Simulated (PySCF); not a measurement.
Sn(F)(OH)(NH2)2 (FH5N2OSn), SMILES [NH2][Sn]([NH2])([OH])[F].

Geometry optimised at B3LYP-D3(BJ)/def2-SVP. The structure was generated by enumeration; whether it is a known compound was not checked. The def2 effective core potentials stand for the cores of Sn; spin–orbit coupling is left out. The values are those of a single conformer.

Two levels are set side by side: TDDFT-PBE/def2-SVPD (PySCF) and TDDFT-ωB97X/def2-SVPD (PySCF). Vertical, same geometry. The lowest singlet is HOMO→LUMO 76 %, HOMO−1→LUMO 21 % with PBE and HOMO→LUMO 77 % with the other functional; states are paired by order. Differences are taken from unrounded values.

```json
[
 {"quantity": "lowest singlet excitation (eV)", "TDDFT-ωB97X": "5.99"},
 {"quantity": "lowest triplet excitation (TDA) (eV)", "TDDFT-ωB97X": "5.33"},
 {"quantity": "first bright state (f over 0.05) (eV)", "TDDFT-ωB97X": "5.99"},
 {"quantity": "its oscillator strength", "TDDFT-ωB97X": "0.08"}
]
```

What does TDDFT-PBE give, and how far is it from TDDFT-ωB97X? (The exact figures need the calculation; the answer reports its results.)


```json
[
 {"quantity": "lowest singlet excitation (eV)", "TDDFT-PBE": "4.52", "TDDFT-PBE minus TDDFT-ωB97X": "-1.47"},
 {"quantity": "lowest triplet excitation (TDA) (eV)", "TDDFT-PBE": "4.02", "TDDFT-PBE minus TDDFT-ωB97X": "-1.31"},
 {"quantity": "first bright state (f over 0.05) (eV)", "TDDFT-PBE": "6.05", "TDDFT-PBE minus TDDFT-ωB97X": "0.06"},
 {"quantity": "its oscillator strength", "TDDFT-PBE": "0.07", "TDDFT-PBE minus TDDFT-ωB97X": "-0.01"}
]
```

Functionals without exact exchange tend to place singlet excitations lower, as here. Differences between two approximate levels are no errors against the true value.

Rough cost on one machine, each run with all the roots and properties that it gave: TDDFT-ωB97X against TDDFT-PBE about 7 times.
